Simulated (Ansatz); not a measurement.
Frontier orbitals of CH$_{5}$AlClNO.

```xyz
10

N     0.268    1.497   -1.422
Al   -0.381   -0.036   -0.798
C    -0.066   -0.395    1.161
O    -0.800   -1.195    1.884
Cl    1.212   -1.606   -0.379
H    -0.171    2.004   -2.172
H     1.187    1.869   -1.249
H    -1.727   -0.614   -1.391
H     0.835   -0.038    1.671
H    -0.358   -1.487    2.694
```

Total charge 0; spin multiplicity 1. The bonds changed during the relaxation, so this is another structure than the one it started from. All single points use the PBE0-D4/def2-TZVP geometry. It is one conformer, not always the lowest. Basis def2-TZVPP, Ansatz.

Orbital energies of one run (eV). Highest occupied ones, from the top: -5.65, -7.06, -7.39, -8.04, -8.17, -9.16, -10.34, -11.53, -11.61, -12.16, -15.11, -18.18, -20.73, -21.03. Empty: -2.69, -0.28, 0.85, 1.02, 1.75, 2.40.

(1) Which functional gave them?
A. BHLYP
B. ωB97M-V
C. revPBE
D. r2SCAN

Results:

(1) D. HOMO energies: r2SCAN -5.65, BHLYP -8.10, ωB97M-V -9.16, revPBE -5.29 eV.
